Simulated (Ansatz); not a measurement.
# ClFH3Si2+: where a starting geometry ends

The starting geometry of this gas-phase singlet was optimised with GFN2-xTB; its bonds are those of `F[SiH+][SiH2]Cl`.

```yaml
atoms:
  - { symbol: Cl, position_ang: [0.1222, -1.4053, -3.0444] }
  - { symbol: F, position_ang: [-2.5945, -1.1690, 0.1864] }
  - { symbol: Si, position_ang: [-1.9069, 0.0910, -0.4921] }
  - { symbol: Si, position_ang: [0.2793, -0.6390, -1.2272] }
  - { symbol: H, position_ang: [-3.0139, 1.0402, -0.4129] }
  - { symbol: H, position_ang: [0.5876, -1.6131, -0.1723] }
  - { symbol: H, position_ang: [1.0755, 0.5851, -1.1392] }
```

Task: Where would you expect an optimisation with B3LYP-D3(BJ)/6-311G** to take it?

Result: A new bond forms, giving a structure with Cl1 bridging Si4 and Si3, given below by its coordinates. Distances that change by over a tenth: Cl1–Si4 (1.98 → 2.28 Å). Contacts that close: Cl1–Si3 (3.59 → 2.24 Å).

The energy falls by 0.45 eV over 20 steps:

```json
{"step": "1", "E − E(last) (eV)": "0.453"}
{"step": "3", "E − E(last) (eV)": "0.277"}
{"step": "5", "E − E(last) (eV)": "0.226"}
{"step": "7", "E − E(last) (eV)": "0.217"}
{"step": "9", "E − E(last) (eV)": "0.213"}
{"step": "12", "E − E(last) (eV)": "0.184"}
{"step": "14", "E − E(last) (eV)": "0.080"}
{"step": "16", "E − E(last) (eV)": "0.000"}
{"step": "18", "E − E(last) (eV)": "0.000"}
{"step": "20", "E − E(last) (eV)": "0.000"}
```

Final geometry (Å):

| atom | x (Å) | y (Å) | z (Å) |
| --- | --- | --- | --- |
| Cl | -0.9177 | -1.0334 | -2.5040 |
| F | -2.7103 | -1.3212 | 0.0428 |
| Si | -1.8536 | -0.1843 | -0.6494 |
| Si | 0.4024 | -0.4715 | -0.7332 |
| H | -2.6233 | 1.0006 | -1.0361 |
| H | 0.9832 | -1.7262 | -0.2356 |
| H | 1.2686 | 0.6260 | -1.1862 |

Frequencies at the end are all real (lowest 173 cm⁻¹). Run with Ansatz 0.2.0, 44 s on 2 threads of Intel(R) Xeon(R) Platinum 8259CL CPU @ 2.50GHz (Skylake/Cascade Lake), with other jobs on the host.
